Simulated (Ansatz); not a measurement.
System: C$_{3}$H$_{2}$F$_{5}$ (charge 0, doublet). It need not be the lowest isomer of its formula. 
Coordinates optimised at B3LYP-D3(BJ)/def2-TZVP (Ansatz, a program for electronic structure):
```
C
H 1 1.0801
C 1 1.4821 2 119.47
F 3 1.3691 1 109.58 2 57.04
F 3 1.3715 4 106.70 1 118.68
H 3 1.0902 4 108.30 5 116.27
C 1 1.4828 2 118.92 3 -174.24
F 7 1.3418 1 111.44 2 -19.61
F 7 1.3516 8 107.91 1 122.89
F 7 1.3546 8 107.40 9 114.40
```
Charge 0, spin multiplicity 2.

Computed values are from Ansatz. Correlated levels leave the core frozen unless marked. Open shells are spin-unrestricted. No spin-orbit coupling. Non-relativistic. CBS(X,Y): correlation extrapolated as X^-3; Hartree-Fock from the larger set. [CCSD(T)-MP2]/basis is that difference in the basis named.

```yaml
atomisation energy De: 4026.4 kJ/mol at RI-MP2/CBS(cc-pVTZ,cc-pVQZ)+[CCSD(T)-MP2]/cc-pVTZ
total_energy: -614.2369 Eh at RI-MP2/CBS(cc-pVTZ,cc-pVQZ)+[CCSD(T)-MP2]/cc-pVTZ
dipole_moment: 0.36 D at CCSD(T)/aug-cc-pVDZ
T1 diagnostic: 0.013 at CCSD/cc-pVTZ
```
